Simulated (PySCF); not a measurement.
PySCF input (M06-2X/def2-TZVPD):

```python
from pyscf import gto, scf, dft

mol = gto.M(
    atom='''
    Se   -0.00000000   -0.00000000   -0.00000000
    O     1.60032656   -0.03134173   -0.04661645
    O    -0.77295480    1.40217965    0.02517160
    O    -0.82737176   -1.37083792    0.02144485
    ''',
    basis='def2-tzvpd',
    charge=0,
    spin=0,
    verbose=4,
)

mf = dft.RKS(mol, xc='m062x').density_fit(auxbasis='def2-universal-jkfit')
mf.grids.level = 4
mf.conv_tol = 1e-9
mf.max_cycle = 100
mf.max_memory = 1500
mf.kernel()
if not mf.converged:
    mf = mf.newton()
    mf.kernel(mf.make_rdm1())
mf.analyze()
```

Output:

```
PySCF version 2.14.0

[INPUT] verbose = 4
[INPUT] num. atoms = 4
[INPUT] num. electrons = 58
[INPUT] charge = 0
[INPUT] spin (= nelec alpha-beta = 2S) = 0
[INPUT] symmetry False subgroup None
[INPUT] Mole.unit = angstrom
[INPUT] Symbol           X                Y                Z      unit          X                Y                Z       unit  Magmom
[INPUT]  1 Se     0.000000000000   0.000000000000   0.000000000000 AA    0.000000000000   0.000000000000   0.000000000000 Bohr   0.0
[INPUT]  2 O      1.600326560000  -0.031341730000  -0.046616450000 AA    3.024178908267  -0.059227285970  -0.088092323399 Bohr   0.0
[INPUT]  3 O     -0.772954800000   1.402179650000   0.025171600000 AA   -1.460672878668   2.649735515938   0.047567430117 Bohr   0.0
[INPUT]  4 O     -0.827371760000  -1.370837920000   0.021444850000 AA   -1.563506029599  -2.590508229968   0.040524893282 Bohr   0.0

nuclear repulsion = 306.291668129492
number of shells = 61
number of NR pGTOs = 277
number of NR cGTOs = 177
basis = def2-tzvpd
ecp = {}

******** <class 'pyscf.df.df_jk.DFRKS'> ********
method = DFRKS
initial guess = minao
damping factor = 0
level_shift factor = 0
DIIS = <class 'pyscf.scf.diis.CDIIS'>
diis_start_cycle = 1
diis_space = 8
diis_damp = 0
SCF conv_tol = 1e-09
SCF conv_tol_grad = None
SCF max_cycles = 100
direct_scf = False
XC library pyscf.dft.libxc version 7.1.2
    S. Lehtola, C. Steigemann, M. J. T. Oliveira, and M. A. L. Marques,  SoftwareX 7, 1–5 (2018)
XC functionals = m062x
    Y. Zhao and D. G. Truhlar,  Theor. Chem. Acc. 120, 215 (2008)
    Y. Zhao and D. G. Truhlar,  Theor. Chem. Acc. 120, 215 (2008)
radial grids:
    Treutler-Ahlrichs [JCP 102, 346 (1995); DOI:10.1063/1.469408] (M4) radial grids

becke partition: Becke, JCP 88, 2547 (1988); DOI:10.1063/1.454033
pruning grids: <function nwchem_prune>
grids dens level: 4
symmetrized grids: False
atomic radii adjust function: <function treutler_atomic_radii_adjust>
small_rho_cutoff = 0
Set gradient conv threshold to 3.16228e-05
Initial guess from minao.
tot grids = 114968
******** <class 'pyscf.df.df.DF'> ********
auxbasis = def2-universal-jkfit
init E= -2626.99129383213
  HOMO = -0.430298345376743  LUMO = -0.153081557192681  gap/eV = 7.54345
cycle= 1 E= -2626.84752005772  delta_E= 0.144  |g|= 1.19  |ddm|= 2.22
  HOMO = -0.362214858225116  LUMO = -0.130893866581453  gap/eV = 6.29456
cycle= 2 E= -2626.55235992177  delta_E= 0.295  |g|= 1.83  |ddm|= 1.93
  HOMO = -0.446282811476277  LUMO = -0.119232054371957  gap/eV = 8.89950
[...]
cycle= 10 E= -2627.11168084398  delta_E= -5.47e-10  |g|= 4.92e-06  |ddm|= 4.83e-05
  HOMO = -0.442931185209444  LUMO = -0.105699535961559  gap/eV = 9.17654
Extra cycle  E= -2627.11168084397  delta_E= 1.68e-11  |g|= 5.15e-06  |ddm|= 9.85e-06
converged SCF energy = -2627.11168084397
**** SCF Summaries ****
Total Energy =                       -2627.111680843965587
Nuclear Repulsion Energy =             306.291668129491711
One-electron Energy =                -4258.841960585485140
Two-electron Energy =                 1325.438611612027444
Two-electron Coulomb Energy =         1438.305642085719910
DFT Exchange-Correlation Energy =     -112.867030473692495
HOMO-LUMO gap [eV] =                     9.176540585845428
**** MO energy ****
MO #1   energy= -456.553701220985  occ= 2
MO #2   energy= -59.1101102000582  occ= 2
MO #3   energy= -53.1682147314444  occ= 2
MO #4   energy= -53.1648427299076  occ= 2
MO #5   energy= -53.1648426445378  occ= 2
MO #6   energy= -19.7169151105196  occ= 2
MO #7   energy= -19.7169128341068  occ= 2
MO #8   energy= -19.7168907641534  occ= 2
MO #9   energy= -8.35333046100245  occ= 2
MO #10  energy= -6.29527507197697  occ= 2
MO #11  energy= -6.28584698496886  occ= 2
MO #12  energy= -6.28584638937375  occ= 2
MO #13  energy= -2.56529464688374  occ= 2
MO #14  energy= -2.56186596923202  occ= 2
MO #15  energy= -2.5618656546553   occ= 2
MO #16  energy= -2.55784685522043  occ= 2
MO #17  energy= -2.5578465716565   occ= 2
MO #18  energy= -1.25842908976801  occ= 2
MO #19  energy= -1.1598375667701   occ= 2
MO #20  energy= -1.15983639037401  occ= 2
MO #21  energy= -0.740396685865051 occ= 2
MO #22  energy= -0.587995545640817 occ= 2
MO #23  energy= -0.587577622846849 occ= 2
MO #24  energy= -0.587576094843207 occ= 2
MO #25  energy= -0.476404733904023 occ= 2
MO #26  energy= -0.476402573927449 occ= 2
MO #27  energy= -0.457821979926894 occ= 2
MO #28  energy= -0.457819415749196 occ= 2
MO #29  energy= -0.442931185209444 occ= 2
MO #30  energy= -0.105699535961559 occ= 0
MO #31  energy= -0.102656565286393 occ= 0
MO #32  energy= 0.017685797459417  occ= 0
MO #33  energy= 0.0233112544076741 occ= 0
MO #34  energy= 0.023311451006455  occ= 0
MO #35  energy= 0.0276948714566125 occ= 0
MO #36  energy= 0.0809514467286703 occ= 0
MO #37  energy= 0.0809516014069625 occ= 0
MO #38  energy= 0.0930113176178289 occ= 0
MO #39  energy= 0.0971187582887871 occ= 0
MO #40  energy= 0.0971188075772628 occ= 0
MO #41  energy= 0.1344445619423    occ= 0
MO #42  energy= 0.134445707704805  occ= 0
MO #43  energy= 0.14424225358112   occ= 0
MO #44  energy= 0.14424232609961   occ= 0
MO #45  energy= 0.145950089543975  occ= 0
MO #46  energy= 0.148901267283255  occ= 0
MO #47  energy= 0.15827600860011   occ= 0
MO #48  energy= 0.17670231720239   occ= 0
MO #49  energy= 0.176702962788624  occ= 0
MO #50  energy= 0.236694319155744  occ= 0
MO #51  energy= 0.246703416809427  occ= 0
MO #52  energy= 0.24670403802325   occ= 0
MO #53  energy= 0.28418220905642   occ= 0
MO #54  energy= 0.284183044295165  occ= 0
MO #55  energy= 0.304848129220398  occ= 0
MO #56  energy= 0.371116455633769  occ= 0
MO #57  energy= 0.371116899478295  occ= 0
MO #58  energy= 0.390052044884416  occ= 0
MO #59  energy= 0.398144100323438  occ= 0
MO #60  energy= 0.39814437393464   occ= 0
MO #61  energy= 0.444847753565095  occ= 0
MO #62  energy= 0.478561797833127  occ= 0
MO #63  energy= 0.478562341193869  occ= 0
MO #64  energy= 0.494005764246829  occ= 0
MO #65  energy= 0.494006151726264  occ= 0
MO #66  energy= 0.494093173350093  occ= 0
MO #67  energy= 0.532929780560704  occ= 0
MO #68  energy= 0.532930449476114  occ= 0
MO #69  energy= 0.533701406537072  occ= 0
MO #70  energy= 0.552177841552577  occ= 0
MO #71  energy= 0.556840775834472  occ= 0
MO #72  energy= 0.577587931444853  occ= 0
MO #73  energy= 0.577588170945062  occ= 0
MO #74  energy= 0.631788365793098  occ= 0
MO #75  energy= 0.631788733746285  occ= 0
MO #76  energy= 0.731835544640736  occ= 0
MO #77  energy= 0.736262700917148  occ= 0
MO #78  energy= 0.736264645882444  occ= 0
MO #79  energy= 0.825979457061055  occ= 0
MO #80  energy= 0.834534462489468  occ= 0
MO #81  energy= 0.834535323117252  occ= 0
MO #82  energy= 0.857295347667088  occ= 0
MO #83  energy= 0.857296290401543  occ= 0
MO #84  energy= 0.864822433868329  occ= 0
MO #85  energy= 0.870533472128449  occ= 0
MO #86  energy= 0.945166295215759  occ= 0
MO #87  energy= 0.945167044102357  occ= 0
MO #88  energy= 0.986109141719729  occ= 0
MO #89  energy= 0.986110638604909  occ= 0
MO #90  energy= 1.17752456320351   occ= 0
MO #91  energy= 1.17752708706495   occ= 0
MO #92  energy= 1.1980014679617    occ= 0
MO #93  energy= 1.31595799106966   occ= 0
MO #94  energy= 1.34033546481384   occ= 0
MO #95  energy= 1.34964937165228   occ= 0
MO #96  energy= 1.42564537872312   occ= 0
MO #97  energy= 1.42564925547315   occ= 0
MO #98  energy= 1.4407700028837    occ= 0
MO #99  energy= 1.44077341281803   occ= 0
MO #100 energy= 1.53049148508706   occ= 0
MO #101 energy= 1.53049399995137   occ= 0
MO #102 energy= 1.54509131563247   occ= 0
MO #103 energy= 1.71181873166587   occ= 0
MO #104 energy= 1.72793516867747   occ= 0
MO #105 energy= 1.80131873089306   occ= 0
MO #106 energy= 1.80132471473815   occ= 0
MO #107 energy= 1.81255698435124   occ= 0
[...]
```
